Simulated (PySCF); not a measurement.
Atoms are numbered as in `[CH3:1][c:2]1[cH:3][s:4][cH:5][c:6]1[CH3:7]`. Each H is labelled by its parent atom.

Geometry: GFN2-xTB; GIAO absolute shieldings from PySCF 2.14.0 with density-fitted response routines, gas phase, non-relativistic, averaged over equivalent atoms.

At PW91/pcSseg-1 (166 basis functions, 23 s wall time on 1 thread of an Arm Neoverse V2, shared host):
```tsv
atoms	σ (ppm)
C2/C6	41.8
C3/C5	55.2
C1/C7	164.0
S4	274.6
H(C3)/H(C5)	25.04
H(C1)/H(C7)	29.34
```

Question: What do these become at PBE0/pcSseg-1?

Answer: 
```
      atoms  σ at PBE0/pcSseg-1  change
      C2/C6                45.8    +4.0
      C3/C5                57.2    +2.0
      C1/C7               169.9    +5.9
         S4               303.3   +28.7
H(C3)/H(C5)               24.93   -0.11
H(C1)/H(C7)               29.38   +0.04
```

The largest change is at S4 (aromatic ring sulfur). Cost: 166 basis functions, 22 s wall time on 1 thread of an Arm Neoverse V2, shared host. The order of the carbon signals is the same at both levels.
